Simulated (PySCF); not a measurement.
Gas-phase reaction: 2 Zn + 2 HBr → ZnBr₂ + ZnH₂

Computed with PySCF and rigid-rotor harmonic-oscillator thermochemistry at 1 bar. † marks an energy on the PBE0/def2-TZVP geometry and frequencies; other levels use their own. CCSD(T) freezes the core. 6-31G* has spherical d functions here. All species are closed-shell singlets. Br, Zn: all electrons, no relativistic terms. ZnH₂: computed as isolated molecules; such fragments, hydroxides, amides, oligomers or adducts are transient or little studied in the gas. CCSD(T) isn't extrapolated to the basis-set limit; its ΔH°(298 K) is -220.9 kJ in def2-SVP and -214.0 kJ in def2-TZVPP. The harmonic model lacks anharmonicity and excited electronic states, which grow with temperature; levels with a mode under 35 cm⁻¹ are left out. Soft modes under 120 cm⁻¹ make the harmonic entropy rough for ZnBr₂.

```tsv
level	ΔE electronic, kJ	ΔH°(298 K), kJ	ΔS°(298 K), J/K	ΔG°(1200 K), kJ
BLYP/def2-TZVP†	-152	-154	-218	104
CCSD(T)/def2-SVP†	-219	-221	-218	38
HF/6-31G*	-289	-295	-213	-44
HF/def2-TZVP†	-226	-229	-218	30
PBE0/def2-QZVP†	-244	-246	-218	13
ωB97X-V/def2-TZVP†	-264	-266	-218	-7
```
ΔH° is lowest at HF/6-31G* and highest at BLYP/def2-TZVP†. No reference value is set beside these.
